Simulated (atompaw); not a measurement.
**Cl (Z = 17) PAW (atompaw): all-electron and pseudo phase curves**

```json
{"Element": "chlorine (Cl)", "Generator": "atompaw 4.2.0.5", "Type": "PAW", "Functional": "PBE", "Relativity": "scalar-relativistic", "Frozen core": "[Ne]", "Valence charge": "7", "Reference configuration": "3s2 3p5", "Partial waves": "3s (bound): rc 1.45 bohr; 3s channel at -1.1 Ry: rc 1.45 bohr; 3p (bound): rc 1.45 bohr; 3p channel at 2.6 Ry: rc 1.45 bohr; 3d channel at 0.05 Ry: rc 1.40 bohr; 3d channel at 2.3 Ry: rc 1.40 bohr", "Local potential": "troulliermartins scheme with l = 3 at 0.5 Ry, radius 1.40 bohr", "Core correction": "smooth core density matched at 1.45 bohr", "Augmentation charge": "besselshape compensation charge, radius 1.05 bohr; PAW radius 1.45 bohr; waves and projectors: custom rrkj gramschmidtortho"}
```

The phase is arctan(r·u′/u) with u = r·R(r), unwrapped; energies in Ry, scanned from -4 to 5 Ry. A pole is an energy at which the radial function vanishes at the test radius. The pseudo phase is shifted by a multiple of π to meet the all-electron one at the reference energy, and phase errors are pseudo minus all-electron; the curves can meet again beyond the range given. Levels narrower than the energy grid can be missing from the lists of poles.

```tsv
channel	radius (bohr)	reference energy (Ry)	poles, all-electron	poles, pseudo	unbroken range about the reference energy with phases within 0.05 rad	phase error 1 Ry above the reference energy (rad)
s	1.45	-1.52	3.92	3.88	the whole range	-0.000
p	1.45	-0.63	none	none	the whole range	-0.000
d	1.45	0.05	none	none	the whole range	-0.000
```

Phases in the d channel:

| E (Ry) | all-electron | pseudo |
| --- | --- | --- |
| -4.00 | 1.233 | 1.233 |
| -3.76 | 1.223 | 1.224 |
| -3.52 | 1.212 | 1.213 |
| -3.28 | 1.201 | 1.201 |
| -3.04 | 1.188 | 1.188 |
| -2.80 | 1.174 | 1.174 |
| -2.56 | 1.158 | 1.159 |
| -2.32 | 1.141 | 1.141 |
| -2.08 | 1.122 | 1.122 |
| -1.84 | 1.100 | 1.100 |
| -1.60 | 1.075 | 1.075 |
| -1.36 | 1.046 | 1.046 |
| -1.12 | 1.013 | 1.013 |
| -0.88 | 0.974 | 0.974 |
| -0.64 | 0.928 | 0.928 |
| -0.40 | 0.872 | 0.872 |
| -0.16 | 0.804 | 0.804 |
| 0.08 | 0.721 | 0.721 |
| 0.32 | 0.616 | 0.616 |
| 0.56 | 0.485 | 0.485 |
| 0.80 | 0.322 | 0.322 |
| 1.04 | 0.124 | 0.124 |
| 1.28 | -0.101 | -0.101 |
| 1.52 | -0.333 | -0.333 |
| 1.76 | -0.551 | -0.551 |
| 2.00 | -0.738 | -0.738 |
| 2.24 | -0.892 | -0.892 |
| 2.48 | -1.015 | -1.015 |
| 2.72 | -1.113 | -1.113 |
| 2.96 | -1.192 | -1.192 |
| 3.20 | -1.257 | -1.257 |
| 3.44 | -1.311 | -1.311 |
| 3.68 | -1.356 | -1.356 |
| 3.92 | -1.395 | -1.395 |
| 4.16 | -1.429 | -1.428 |
| 4.40 | -1.458 | -1.457 |
| 4.64 | -1.484 | -1.484 |
| 4.88 | -1.508 | -1.507 |
